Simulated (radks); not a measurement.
The numbers below are computed, except where a source is named.
Question: Ionisation of the titanium ion Ti+, [Ar] 3d2 4s1, to Ti2+, [Ar] 3d2, under several functionals. Non-relativistic Kohn-Sham, spin-unpolarised, spherical densities, point nucleus; a radial shooting solver on a logarithmic mesh with Libxc functionals. The NIST Atomic Spectra Database gives 13.576 eV (measured). Rank these functionals by the error of their Delta-SCF ionisation energy: BP86; AM05; r2SCAN; exchange-only PBE; PW91; SCAN; Wu-Cohen GGA; TPSS.

Answer: From best to worst: BP86 13.561 eV (-0.015); PW91 13.494 eV (-0.082); AM05 13.338 eV (-0.238); Wu-Cohen GGA 13.310 eV (-0.265); SCAN 13.122 eV (-0.454); TPSS 13.118 eV (-0.457); exchange-only PBE 13.086 eV (-0.490); r2SCAN 13.043 eV (-0.532). Spin polarisation and multiplet splitting are left out, so open shells lie too high by an amount that depends on their filling.

Beside tabulated values, note that spin-unpolarised runs miss the spin-polarisation part of the exchange energy of open shells.
